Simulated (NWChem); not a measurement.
System: AlO, doublet; SMILES [O]=[Al]

NWChem input:

```
start job
memory heap 200 mb stack 900 mb global 1100 mb
geometry units angstroms noautoz
  Al     0.000000     0.000000    -0.629348
  O      0.000000     0.000000     1.003180
end
basis spherical
  * library 6-31g*
end
dft
  odft
  mult 2
  xc r2scan0
  iterations 150
  mulliken
end
task dft energy
```

All runs use the structure optimised with PBE0/def2-SVP, spin-unrestricted. No stability test was run on the SCF state.

What results follow from this input? (r2SCAN0/6-31G* (spherical d), spin-unrestricted.) Quantities: energy (Ha); highest occupied level (eV); lowest empty minus highest occupied level, either spin (eV); dipole (D); <S²>.


```json
{
  "energy (Ha)": "-317.50",
  "highest occupied level (eV)": "-7.90",
  "lowest empty minus highest occupied level, either spin (eV)": "3.88",
  "dipole (D)": "3.89",
  "<S²>": "0.768"
}
```
